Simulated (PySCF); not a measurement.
**One elementary step**

Start structure (AlNH4F2, closed shell), relaxed at PBE0-D4/def2-TZVP:

```xyz
8
angstrom
Al -0.7718 -0.7173 -0.0502
H -1.8495 -0.2070 -1.0867
F 0.1718 -2.0203 -0.4924
F -1.1568 -0.6365 1.5713
H 0.5510 1.4644 -0.6332
N 0.7085 0.6687 -0.0239
H 1.5786 0.2228 -0.3001
H 0.8143 1.0112 0.9267
```

The step: AlHF₂ ([F][AlH][F]) + NH₃ → AlNH₂F₂ ([NH2][Al]([F])[F]) + H₂; bonds formed: H2–H5; dative contacts that become bonds: Al1–N6; bonds broken: Al1–H2, H5–N6. Computed with PySCF 2.14 with density fitting (its default auxiliary sets; JK sets also for MP2 and CCSD(T)) (basis: def2-TZVPP and def2-QZVPP); correlated methods freeze the cores. Extrapolation: Hartree–Fock as exp(−7.88 √X), correlation as X^−2.97. Energies below are by CCSD(T) at an estimated basis limit (MP2 extrapolated from triple and quadruple zeta, plus CCSD(T) − MP2 in triple zeta).

Task: What are the electronic barrier and the energy of the step, from the start structure to the end structure? (Judge from chemistry; the value comes from the calculation.)

Result: By the calculation: Barrier 1.585 eV; step energy 0.679 eV (uphill); reverse barrier, their difference, 0.907 eV. Barrier and step energy count from the start structure, the reverse barrier from the end structure.

The saddle point: One imaginary mode of 1211i cm⁻¹.
```json
{"pair": "Al1–N6", "start (Å)": "2.03", "saddle (Å)": "1.86", "end (Å)": "1.75"}
{"pair": "H2–H5", "start (Å)": "2.96", "saddle (Å)": "1.01", "end (Å)": "0.76"}
{"pair": "Al1–H2", "start (Å)": "1.58", "saddle (Å)": "1.78", "end (Å)": "2.28"}
{"pair": "H5–N6", "start (Å)": "1.01", "saddle (Å)": "1.41", "end (Å)": "2.81"}
```

Zero-point energy (harmonic, PBE0-D4): ZPE is 1.390 eV at the start and 1.249 eV at the saddle, so the barrier goes from 1.585 to 1.444 eV.

T1 diagnostic: at most 0.013.

The step is the kind of exchange with an N–H group that builds nitride films in atomic layer and chemical vapour deposition.

Labels in which every atom is bracketed show which atoms are joined, not bond orders.

For scale, one of the runs: CCSD(T)/def2-TZVPP, 191 basis functions, launched by `OMP_NUM_THREADS=4 python run.py`. The run took 5.9 min on 4 CPU threads of an Arm Neoverse V2 (shared host), with 2.4 GiB of host memory at its peak.
